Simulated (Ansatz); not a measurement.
B₅P₅ was relaxed with r2SCAN-D4 (def2-SVP) in Ansatz in these states: neutral quintet, neutral singlet, neutral triplet. The geometries follow in no particular order.

A:

| atom | x (Å) | y (Å) | z (Å) |
| --- | --- | --- | --- |
| B1 | 0.733 | 1.682 | 0.054 |
| B2 | -0.791 | -1.168 | -0.033 |
| B3 | -1.801 | 0.203 | 0.015 |
| B4 | 0.836 | -1.149 | -0.035 |
| B5 | 1.942 | 0.354 | 0.006 |
| P6 | 2.581 | -1.401 | -0.049 |
| P7 | 2.461 | 2.139 | 0.056 |
| P8 | -2.433 | -1.249 | -1.141 |
| P9 | -2.441 | -1.330 | 1.053 |
| P10 | -1.087 | 1.921 | 0.074 |

B:

```xyz
10

B    -0.6636   -0.7314   -0.2753
B     0.9840    0.8674    0.4680
B    -0.2482    0.2119    1.8906
B     0.5397    0.4294   -1.0187
B    -0.3273   -0.7246   -2.0250
P     0.4704    0.6641   -2.8816
P    -0.8058   -2.3396   -1.3062
P     1.6133    0.2496    2.1586
P     0.1841    2.0682    1.6863
P    -1.7466   -0.6950    1.3032
```

C:

```xyz
10

B     1.267   -0.092   -1.049
B    -1.080   -0.230    0.975
B    -0.551   -1.683   -0.351
B    -0.699    1.335    0.750
B     0.894    1.487   -0.045
P    -0.186    2.972    0.411
P     2.582    1.030   -0.538
P    -0.414   -1.850    1.563
P    -2.323   -1.461    0.155
P     0.509   -1.510   -1.872
```

Q: Judge from the bond lengths which geometry belongs to which state (an estimate).

A: A is the neutral quintet (P8–P9 2.195 Å, B2–P8 1.982 Å, B4–P6 1.763 Å); B is the neutral triplet (P8–P9 2.361 Å, B2–P8 1.907 Å, B4–P6 1.879 Å); C is the neutral singlet (P8–P9 2.404 Å, B2–P8 1.848 Å, B4–P6 1.749 Å).

The restricted singlet is unstable towards broken spin symmetry in Hartree–Fock (as tested in another run); at r2SCAN-D4/def2-SVP this wasn't settled. At PBE0-D4/def2-TZVP a triplet lies 1.77 eV below the neutral quintet. These are the stationary points nearest to one start from a short search; other shapes may lie lower in each state.
